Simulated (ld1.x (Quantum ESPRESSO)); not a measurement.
# Scattering properties, TM semilocal potential for antimony (Sb)

```json
{
  "Element": "Sb",
  "Generator": "ld1.x (Quantum ESPRESSO) 7.5",
  "Type": "norm-conserving Troullier–Martins (semilocal form)",
  "Functional": "PBEsol",
  "Relativity": "scalar-relativistic",
  "Frozen core": "[Kr] 4d10",
  "Valence charge": "5",
  "Reference configuration": "5s1 5p4",
  "Partial waves": "5s (bound): rc 2.04 bohr; 5p (bound): rc 2.00 bohr",
  "Local potential": "the p channel",
  "Core correction": "none"
}
```

The phase is arctan(r·u′/u) with u = r·R(r), unwrapped; energies in Ry, scanned from -3 to 5 Ry. A pole is an energy at which the radial function vanishes at the test radius. The pseudo phase is shifted by a multiple of π to meet the all-electron one at the reference energy, and phase errors are pseudo minus all-electron; the curves can meet again beyond the range given. Levels narrower than the energy grid can be missing from the lists of poles.

```tsv
channel	radius (bohr)	reference energy (Ry)	poles, all-electron	poles, pseudo	unbroken range about the reference energy with phases within 0.05 rad	phase error 1 Ry above the reference energy (rad)
s	2.20	-1.00	1.65	1.50	below 3.5	-0.004
p	2.20	-0.40	3.33	2.92	below 3.9	-0.012
```

Phases in the s channel:

| E (Ry) | all-electron | pseudo |
| --- | --- | --- |
| -3.00 | 1.140 | 1.136 |
| -2.52 | 1.031 | 1.027 |
| -2.04 | 0.824 | 0.819 |
| -1.56 | 0.354 | 0.350 |
| -1.08 | -0.481 | -0.481 |
| -0.60 | -1.041 | -1.042 |
| -0.12 | -1.286 | -1.290 |
| 0.36 | -1.412 | -1.418 |
| 0.84 | -1.488 | -1.497 |
| 1.32 | -1.542 | -1.553 |
| 1.80 | -1.583 | -1.598 |
| 2.28 | -1.617 | -1.637 |
| 2.76 | -1.648 | -1.677 |
| 3.24 | -1.678 | -1.719 |
| 3.72 | -1.709 | -1.772 |
| 4.20 | -1.744 | -1.846 |
| 4.68 | -1.785 | -1.971 |
